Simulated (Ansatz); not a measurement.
Reaction (substitution at a C–Cl bond): `FC(F)(F)C(Cl)Cl` + H–F → `FC(Cl)C(F)(F)F` + HCl

Calculated with Ansatz (gas phase, PBE0-D4/def2-TZVP geometries, no zero-point term in ΔE). CCSD(T)/CBS is the MP2 limit (def2-TZVPP, def2-QZVPP) plus CCSD(T) − MP2 in def2-TZVPP, frozen cores. This one scheme is used for every species. DFT in def2-TZVPP.

| level | ΔE (eV) |
| --- | --- |
| revPBE-D4 | 0.08 |
| r2SCAN-D4 | -0.03 |
| B97M-V | -0.07 |
| r2SCANh-D4 | -0.01 |
| revPBE | -0.03 |
| r2SCANh | -0.03 |
| CAM-B3LYP | -0.10 |
| CCSD(T)/def2-SVP | -0.13 |

Q: What does CCSD(T)/CBS give? (An estimate is asked.)

A: The calculation gave: +0.13 eV. The listed levels differ from it by -0.05, -0.16, -0.20, -0.14, -0.16, -0.16, -0.23, -0.26 eV.

Q: What do rigid-rotor, harmonic-oscillator terms from PBE0-D4/def2-TZVP frequencies (298.15 K, 1 bar) make of the CCSD(T)/CBS value? (Best estimate.)

A: Computed: ΔZPE = -0.03 eV, ΔH = +0.10 eV, ΔS = 4 J/(mol·K), ΔG = +0.08 eV.

Largest T1 diagnostic among the species: 0.012.

In def2-TZVPP, CCSD(T) changes the Hartree–Fock value by +0.23 eV (the triples alone add +0.04 eV) and MP2 by +0.35 eV. The D4 term adds +0.08 eV with B3LYP and +0.04 eV with PBE0; it sums over pairs of atoms, weighted by their polarisabilities, and B3LYP, whose exchange is more repulsive, gets the larger term.

B3LYP here is the variant with VWN-RPA as its local correlation; programs differ in this.
